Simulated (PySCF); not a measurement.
## State search for NaSb

Unrestricted PBE0; Na cc-pVDZ, Sb cc-pVDZ-PP with ECP28; scalar-relativistic core potentials (PySCF 2.14). Outer shells of the fragments: Na 3s1; Sb 4d10 5s2 5p3.

Followed along the bond (rough minima from three points):

```tsv
2Ms+1	unpaired	⟨S²⟩ at the start	R at minimum (Å)	Te (eV)
3	π ↑↑	2.03	2.94	0.00
1	π ↑↓	1.01	2.92	0.32
3	σ ↑, π ↑	2.00	2.84	0.85
1	σ ↓, π ↑	1.01	2.86	1.14
1	none	0.00	2.91	1.23
```

Solutions found at the starting distance of 2.940 Å, counted from the lowest of them; the search is not exhaustive and high or unbound solutions are not listed, so other states can lie among these:

```csv
2Ms+1,unpaired,term,E (eV),⟨S²⟩,⟨Lz²⟩,μ (D)
3,π ↑↑,³Σ⁻,0.00,2.03,0.00,-6.48
1,π ↑↓,mixed,0.32,1.01,2.01,-6.70
3,"σ ↑, π ↑",³Π,0.87,2.00,1.01,-8.06
1,"σ ↓, π ↑",mixed,1.15,1.01,1.01,-7.88
1,none,mixed,1.23,0.00,2.00,-6.60
5,"σ ↑↑, π ↑↑",⁵Σ⁻,1.70,6.00,0.00,3.58
3,"σ ↑↑, π ↑↓",mixed,2.38,3.01,2.01,3.72
1,"σ ↓↓, π ↑↑",mixed,2.40,2.01,0.00,3.86
3,"σ ↑, π ↑",³Π,2.91,2.00,1.00,4.02
1,"σ ↓, π ↑",mixed,2.94,1.00,1.00,4.21
5,"σ ↑, π ↑↑↑",⁵Π,3.15,6.00,1.00,1.91
3,σ ↑↑,mixed,3.36,2.00,2.00,3.78
3,"σ ↑, π ↑↑↓",mixed,3.82,3.01,3.01,1.97
```

A term symbol is given only where ⟨S²⟩ and ⟨Lz²⟩ are close to those of a pure state; real π, δ and φ orbitals otherwise mix terms. A positive dipole means Na(−)Sb(+).

Spin–orbit coupling is left out. Counting both spins, an empty level lies below a filled one in some of these solutions, because spin and occupation are held.
